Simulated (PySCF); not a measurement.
## Ionising AlI

PBE0; PySCF, scalar-relativistic core potentials, basis sets Al def2-SVP, I def2-SVP with ECP28. Neutral (UKS): singlet (closed shell), Re = 2.551 Å, ωe = 319 cm⁻¹, De = 3.92 eV, HOMO -6.77 eV, LUMO -1.96 eV.

AlI⁺ (UKS): doublet (σ ↑), Re = 2.403 Å, ωe = 380 cm⁻¹, De = 1.29 eV to Al⁺ + I. The energies at the minima are -539.99278 hartree for AlI and -539.67263 for AlI⁺.

**Question.** Work out the adiabatic ionisation energy, without and with harmonic zero-point energies (1 hartree = 27.2114 eV, 1 eV = 8065.5 cm⁻¹), and the change of the bond length.

**Answer.** At PBE0: 0.32015 hartree = 8.712 eV between the minima; the zero-point term (380.0 − 319.0)/2 cm⁻¹ = +0.004 eV makes it 8.716 eV. Re changes by -14.8 pm against the neutral. Minus the HOMO energy is 6.77 eV, -1.94 eV from the value between the minima; self-interaction puts the Kohn–Sham level too high, less so with exact exchange. The electron leaves a σ orbital, and the shorter bond of the ion fits an antibonding orbital, or a change in how ionic the bond is.

Spin–orbit coupling is left out, which matters for elements this heavy, above all for dissociation energies. For an ion De counts to the pair picked by the measured ionisation energies or electron affinities, which need not be the lowest pair at this level. States were picked by a PBE0 search and need not be the measured ground states.
